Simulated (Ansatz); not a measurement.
Basis-set series for `CB(S)O[SiH3]`. Charge 0, multiplicity 1. The structure was optimised at the PBE0-D4/def2-TZVP level. It is one conformer, not always the lowest.

```json
{"functional": "PBE0-D4", "basis": "def2-TZVPP", "functions": "275", "energy (Eh)": "-829.85673", "HOMO (eV)": "-7.71", "LUMO (eV)": "0.01"}
{"functional": "PBE0-D4", "basis": "def2-QZVPP", "functions": "521", "energy (Eh)": "-829.88734", "HOMO (eV)": "-7.74", "LUMO (eV)": "-0.15"}
{"functional": "ωB97M-V", "basis": "def2-TZVPP", "functions": "275", "energy (Eh)": "-830.17158", "HOMO (eV)": "-9.92", "LUMO (eV)": "1.61"}
{"functional": "ωB97M-V", "basis": "def2-QZVPP", "functions": "521", "energy (Eh)": "-830.20025", "HOMO (eV)": "-9.95", "LUMO (eV)": "1.22"}
```

Give the rows for def2-SVP. (An estimate is asked.)

The calculation gave: 
```csv
functional,basis,functions,energy (Eh),HOMO (eV),LUMO (eV)
PBE0-D4,def2-SVP,113,-829.45238,-7.58,0.34
ωB97M-V,def2-SVP,113,-829.76104,-9.75,2.36
```

Positive LUMOs are unbound and depend on the basis.

Results of the Gaussian-basis code of Ansatz.
